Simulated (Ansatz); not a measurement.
System: C$_{2}$H$_{6}$BS, charge 0, multiplicity 2. It need not be the lowest isomer of its formula. 
Coordinates optimised at B3LYP-D3(BJ)/def2-TZVP (Ansatz, a program for electronic structure):
```
B
C 1 1.5814
H 2 1.0891 1 115.32
H 2 1.0947 3 108.28 1 -122.52
H 2 1.0947 3 108.28 4 -114.97
C 1 1.5814 2 120.15 3 180.00
H 6 1.0891 1 115.32 2 180.00
H 6 1.0947 7 108.28 1 122.52
H 6 1.0947 7 108.28 8 114.97
S 1 1.7597 2 119.93 3 0.00
```
Charge 0, spin multiplicity 2.

Wanted: atomisation energy (electronic, to ground-state atoms), in kcal/mol. Valence correlation only, unless marked. UHF or UKS for open shells. Spin-orbit coupling is left out. No relativistic terms. The coupled-cluster limit lacks core correlation, which all-electron functionals hold. Basis-set limits of correlation are two-point, X^-3; Hartree-Fock from the larger set.

| level | program | atomisation energy (kcal/mol) |
|---|---|---|
| PBE0/STO-3G | Ansatz | 1118.8 |
| wB97M-V/def2-TZVPD | Ansatz | … |
| RPA@PBE/cc-pV(T+d)Z | Ansatz | 837.8 |
| SCS-MP2/cc-pV(D+d)Z | Ansatz | 837.9 |
| SCS-MP2/cc-pV(Q+d)Z | Ansatz | 893.3 |
| CCSD/cc-pV(D+d)Z | Ansatz | … |
| CCSD/aug-cc-pV(T+d)Z | Ansatz | … |
| CCSD(T)/CBS(aug-cc-pV(T+d)Z,aug-cc-pV(Q+d)Z) | Ansatz | 893.9 |

Problem. Some entries are withheld; supply them.

Solution. 
- wB97M-V/def2-TZVPD, atomisation energy (kcal/mol): 900.8
- CCSD/cc-pV(D+d)Z, atomisation energy (kcal/mol): 827.2
- CCSD/aug-cc-pV(T+d)Z, atomisation energy (kcal/mol): 867.7
